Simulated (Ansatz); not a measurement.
# One elementary step

Start structure (Si$_{2}$H$_{3}$F$_{3}$, singlet), relaxed at PBE0-D4/def2-TZVP:

```xyz
8
angstrom
Si -0.7934 -0.3849 0.8233
Si 0.7377 0.3579 -0.7655
F 1.9585 -0.6361 -0.9173
F 0.0791 0.5019 -2.1963
F 1.3379 1.7721 -0.3893
H -1.9018 0.5976 0.9126
H -1.3144 -1.7084 0.4004
H -0.1036 -0.5000 2.1321
```

The step: Si₂H₃F₃ ([F][Si]([F])([F])[SiH3]) → SiH₃F ([F][SiH3]) + SiF₂; bonds formed: Si1–F3; bonds broken: Si1–Si2, Si2–F3. Program: Ansatz 0.2.0. Basis: def2-TZVPP and def2-QZVPP. Cores are frozen in the correlated methods. Extrapolation: Hartree–Fock as exp(−7.88 √X), correlation as X^−2.97. Energies below are by CCSD(T) at an estimated basis limit (MP2 extrapolated from triple and quadruple zeta, plus CCSD(T) − MP2 in triple zeta).

**Question.** What are the electronic barrier and the energy of the step, from the start structure to the end structure? (An estimate is asked for; the value comes from the calculation.)

**Answer.** The calculation gives: Barrier 2.315 eV; step energy 1.550 eV (uphill); reverse barrier, their difference, 0.765 eV. Barrier and step energy count from the start structure, the reverse barrier from the end structure.

The saddle point: One imaginary mode of 290i cm⁻¹.
| pair | start (Å) | saddle (Å) | end (Å) |
| --- | --- | --- | --- |
| Si1–F3 | 3.27 | 1.87 | 1.62 |
| Si1–Si2 | 2.33 | 2.50 | 3.72 |
| Si2–F3 | 1.58 | 1.83 | 2.58 |

Zero-point energy (harmonic, PBE0-D4): ZPE is 0.935 eV at the start and 0.904 eV at the saddle, so the barrier goes from 2.315 to 2.284 eV.

First-order rate constant out of the start structure at 698 K by transition-state theory, with harmonic vibrational free energies alone and no tunnelling: ΔA‡ = 2.309 eV, so k = (kB T/h) exp(−ΔA‡/kB T) ≈ 10^-4 s⁻¹ (an order of magnitude at best: rotation, the number of equivalent paths and anharmonicity are left out).

The T1 diagnostic stays at or below 0.014.

Losses and insertions of silylenes and their heavier kin drive the gas-phase chemistry of silicon and germanium vapour deposition.

Labels in which every atom is bracketed show which atoms are joined, not bond orders.

For scale, one of the runs: CCSD(T)/def2-TZVPP, 219 basis functions, launched by `ansatz run in.yaml --threads 4 --pin off --events-out ev --progress --plain --max-ram 9574MiB`. Time: 85 s of wall clock on 4 CPU threads of an Arm Neoverse V2; the host was shared. Peak host memory: 3.4 GiB.
